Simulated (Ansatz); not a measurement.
Frontier orbitals of `N[CH2][Al]([OH])[SH]`.

Z-matrix (Å, degrees):
```
C
Al 1 1.971
N 1 1.470 2 118.0
H 1 1.096 2 108.9 3 123.8
H 1 1.096 2 108.9 3 -123.9
S 2 2.194 1 120.1 3 -0.4
O 2 1.693 1 120.8 3 179.5
H 3 1.012 1 111.2 2 59.6
H 3 1.012 1 111.2 2 -59.3
H 6 1.345 2 91.8 1 -0.0
H 7 0.955 2 125.5 1 -180.0
```

The species carries charge 0 and has multiplicity 1. The structure was optimised at the PBE0-D4/def2-TZVP level. It is one conformer, not always the lowest. Basis def2-TZVPP, the Gaussian-basis code of Ansatz.

```tsv
functional	HOMO (eV)	LUMO (eV)	gap (eV)
PBE	-5.07	-1.07	4.00
revPBE	-5.00	-0.95	4.05
PBE0	-6.38	-0.27	6.11
BHLYP	-7.63	0.41	8.04
ωB97M-V	-8.65	1.24	9.89
HF	-9.57	2.42	11.99
```

Against PBE, PBE0 changes HOMO and LUMO by −1.31 and +0.80 eV, ωB97M-V by −3.58 and +2.31 eV. A gap of 4.00 eV thus becomes 9.89 eV for the same molecule, so an orbital gap means little without its functional. A positive LUMO is unbound and depends on the basis.
